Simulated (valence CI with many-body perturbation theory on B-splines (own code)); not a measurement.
E1 transitions of Sb+

Method: configuration interaction combined with many-body perturbation theory (CI+MBPT): four valence electrons over a frozen Dirac-Fock core [Kr] 4d10, radial functions for each j: 11 s, 11 p, 10 d, 8 f, 5 g, 2 h, with the one-electron correlation potential Σ1, the two-electron term Σ2, the three-electron term Σ3, Breit, model QED; selected CI, second order for the rest, scaled by the run's own slope (own B-spline code, finite nucleus).

Set against measurement, 27 paired levels are off by 129 cm⁻¹ on average, the worst by 345. These come from a selection out of the NIST Handbook of Basic Atomic Spectroscopic Data. Levels without a partner in it may be off by more. Among the levels kept, up to 800 cm⁻¹ of a level comes from second order outside the variational space, and about a tenth of that is noise between levels of different J, which matters for small intervals.

Lines 301 to 350 of 511 in falling wavelength, among levels below 124632 cm⁻¹, chosen from the strongest by gf and those to the six lowest levels. Wavelengths and rates use the calculated energies, so an error of 100 cm⁻¹ moves a line at 4999 Å by 0.5 % and its rate by three times that or more. Electric multipoles are in the length gauge, E1 and E2 with the static RPA response of the core. Weak lines are less certain than strong ones. Lines between different terms over intervals too small for the method are left out, as are lines whose strength nearly cancels and 1 of this kind that miss the measured wavelength by over 7 %. Where a level lies close to another of its J and parity, the split of strength between their lines is uncertain. The highest levels of a list are the least certain.

Levels are named by their leading jj configuration (3d3/2^4 stands for four electrons in 3d with j = 3/2), which in mixed levels can hold well under half, so a name can repeat and another be missing. Letters in brackets count levels of one name in rising energy.

```csv
λ vac (Å),Upper,Lower,A (s⁻¹),S (a.u.)
4999,(4f7/2 5s^2 5p3/2) J=4,(5s^2 5p3/2 5d5/2) J=3,4.87e+07,2.70e+01
4896,(4f5/2 5s^2 5p1/2) J=2,(5s^2 5p1/2 5d3/2) J=1,1.10e+08,3.20e+01
4876,(4f7/2 5s^2 5p3/2) J=3,(5s^2 5p3/2 5d5/2) J=3,1.39e+07,5.56e+00
4859,(5s^2 5p3/2 6d3/2) J=1,(5s^2 5p3/2 6p1/2) J=2,2.85e+07,4.84e+00
4849,(4f7/2 5s^2 5p3/2) J=3,(5s^2 5p3/2 5d3/2) J=2,6.00e+07,2.36e+01
4842,(4f5/2 5s^2 5p3/2) J=2,(5s^2 5p3/2 5d3/2) J=1,1.40e+07,3.92e+00
4842,(5s^2 5p3/2 6d5/2) J=2,(5s^2 5p3/2 6p1/2) J=2,2.78e+07,7.78e+00
4817,(4f5/2 5s^2 5p3/2) J=2,(5s^2 5p3/2 5d3/2) J=2,2.77e+07,7.64e+00
4791,(5s^2 5p1/2 6d3/2) J=2,(5s^2 5p1/2 6p1/2) J=1,9.74e+07,2.64e+01
4764,(5s 5p3/2^3) J=1,(5s^2 5p1/2 6p1/2) J=0,2.00e+07,3.20e+00
4762,(5s^2 5p3/2 6d3/2) J=2,(5s^2 5p3/2 6p1/2) J=1,8.04e+07,2.14e+01
4750,(4f5/2 5s^2 5p3/2) J=4,(5s^2 5p3/2 5d5/2) J=3,1.15e+08,5.49e+01
4674,(4f5/2 5s^2 5p3/2) J=1 [a],(5s^2 5p3/2 5d3/2) J=1,2.57e+07,3.88e+00
4665,(5s^2 5p1/2 6d3/2) J=1,(5s^2 5p1/2 6p1/2) J=1,3.25e+07,4.89e+00
4635,(4f7/2 5s^2 5p3/2) J=2,(5s^2 5p3/2 5d3/2) J=1,5.65e+07,1.39e+01
4628,(4f5/2 5s^2 5p3/2) J=2,(5s^2 5p3/2 5d5/2) J=1,7.57e+07,1.85e+01
4619,(4f5/2 5s^2 5p3/2) J=1 [b],(5s^2 5p3/2 5d3/2) J=1,2.32e+07,3.38e+00
4610,(4f5/2 5s^2 5p3/2) J=1 [a],(5s^2 5p3/2 5d3/2) J=0,4.19e+07,6.09e+00
4557,(4f5/2 5s^2 5p3/2) J=1 [b],(5s^2 5p3/2 5d3/2) J=0,2.05e+07,2.88e+00
4439,(4f7/2 5s^2 5p3/2) J=2,(5s^2 5p3/2 5d5/2) J=1,3.82e+07,8.24e+00
4366,(4f5/2 5s^2 5p3/2) J=3,(5s^2 5p3/2 5d3/2) J=3,1.45e+07,4.17e+00
4340,(4f7/2 5s^2 5p3/2) J=4,(5s^2 5p3/2 5d3/2) J=3,6.49e+07,2.36e+01
4247,(4f7/2 5s^2 5p3/2) J=3,(5s^2 5p3/2 5d3/2) J=3,2.09e+07,5.53e+00
4151,(4f5/2 5s^2 5p3/2) J=4,(5s^2 5p3/2 5d3/2) J=3,4.26e+07,1.36e+01
3971,(4f5/2 5s^2 5p3/2) J=3,(5s^2 5p1/2 5d5/2) J=2,4.25e+07,9.21e+00
3590,(4f7/2 5s^2 5p1/2) J=4,(5s^2 5p1/2 5d5/2) J=3,1.78e+08,3.66e+01
3483,(4f5/2 5s^2 5p1/2) J=3,(5s^2 5p1/2 5d3/2) J=2 [b],6.86e+07,1.00e+01
3465,(5s^2 5p3/2 8s) J=2,(5s^2 5p3/2 6p3/2) J=3,2.45e+07,2.51e+00
3461,(4f7/2 5s^2 5p1/2) J=3,(5s^2 5p1/2 5d3/2) J=2 [b],7.09e+07,1.01e+01
3439,(5s^2 5p3/2 7d5/2) J=3 [b],(5s^2 5p3/2 6p3/2) J=2,4.09e+07,5.75e+00
3344,(5s^2 5p1/2 7d5/2) J=3,(5s^2 5p1/2 6p3/2) J=2,3.95e+07,5.10e+00
3340,(5s^2 5p1/2 7d5/2) J=2,(5s^2 5p1/2 6p3/2) J=1,3.72e+07,3.42e+00
3303,(5s^2 5p1/2 6g9/2) J=4,(5s^2 5p3/2 6p3/2) J=3,1.78e+07,2.85e+00
3295,(4f7/2 5s^2 5p3/2) J=4,(5s^2 5p3/2 5d5/2) J=4,5.28e+07,8.40e+00
3282,(5s^2 5p3/2 7d5/2) J=4,(5s^2 5p3/2 6p3/2) J=3,2.54e+07,3.99e+00
3274,(5s^2 5p3/2 7d5/2) J=3 [a],(5s^2 5p3/2 6p1/2) J=2,2.76e+07,3.34e+00
3231,(4f7/2 5s^2 5p3/2) J=5,(5s^2 5p3/2 5d5/2) J=4,3.42e+08,6.26e+01
3199,(5s^2 5p3/2 5f5/2) J=4,(5s^2 5p3/2 5d5/2) J=3,2.23e+07,3.24e+00
3170,(5s^2 5p3/2 7d3/2) J=2,(5s^2 5p3/2 6p1/2) J=1,3.20e+07,2.52e+00
3155,(5s^2 5p1/2 7d3/2) J=2,(5s^2 5p1/2 6p1/2) J=1,4.03e+07,3.12e+00
3024,(4f5/2 5s^2 5p1/2) J=3,(5s^2 5p1/2 5d3/2) J=2 [a],2.27e+08,2.16e+01
3018,(4f5/2 5s^2 5p3/2) J=3,(5s^2 5p3/2 5d5/2) J=2,7.48e+07,7.10e+00
3008,(4f7/2 5s^2 5p1/2) J=3,(5s^2 5p1/2 5d3/2) J=2 [a],2.09e+07,1.96e+00
2997,(4f5/2 5s^2 5p1/2) J=2,(5s^2 5p1/2 5d3/2) J=2 [a],2.91e+07,1.93e+00
2973,(4f5/2 5s^2 5p3/2) J=3,(5s^2 5p1/2 5d5/2) J=3,2.42e+07,2.19e+00
2961,(4f7/2 5s^2 5p3/2) J=4,(5s^2 5p1/2 5d5/2) J=3,6.11e+07,7.05e+00
2961,(4f7/2 5s^2 5p3/2) J=3,(5s^2 5p3/2 5d5/2) J=2,1.14e+08,1.03e+01
2881,(4f5/2 5s^2 5p3/2) J=3,(5s^2 5p1/2 5d3/2) J=2 [b],9.24e+07,7.63e+00
2872,(4f5/2 5s^2 5p3/2) J=4,(5s^2 5p1/2 5d5/2) J=3,7.08e+07,7.45e+00
2871,(4f7/2 5s^2 5p3/2) J=2,(5s^2 5p3/2 5d5/2) J=2,4.13e+07,2.41e+00
```
